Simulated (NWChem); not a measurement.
System: CH$_{5}$FOSn; SMILES [O](C)[SnH2][F]

The following NWChem deck was run.

```
start job
memory heap 200 mb stack 900 mb global 1100 mb
geometry units angstroms noautoz
  Sn    -0.256396     0.452399    -0.034412
  F      1.577069     1.088222    -0.116322
  O     -0.199453    -1.444566    -0.568131
  C      0.442481    -2.413139     0.213294
  H     -1.124896     1.255072    -1.254359
  H     -0.693245     0.584359     1.613010
  H      1.544598    -2.332075     0.166932
  H      0.149121    -2.378864     1.281996
  H      0.166520    -3.410725    -0.167851
end
basis spherical
  Sn library def2-tzvp
  F library def2-tzvp
  O library def2-tzvp
  C library def2-tzvp
  H library def2-tzvp
end
ecp
  Sn library def2-ecp
end
dft
  xc b3lyp
  iterations 150
  semidirect filesize 400000000
  mulliken
end
task dft energy
```

Structure relaxed at the PBE0/def2-SVP level. B3LYP is NWChem's, with the RPA form of VWN correlation. def2 effective core potentials on Sn; no spin-orbit coupling.

Problem. What results follow from this input? (B3LYP/def2-TZVP with def2 effective core potentials on Sn.) Quantities: basis functions; energy (Ha); highest occupied level (eV); orbital gap (eV); dipole (D).

Solution. 
| Quantity | Result |
|---|---|
| number of basis functions | 173 |
| energy (Ha) | -430.67 |
| highest occupied level (eV) | -7.75 |
| orbital gap (eV) | 6.66 |
| dipole (D) | 2.46 |
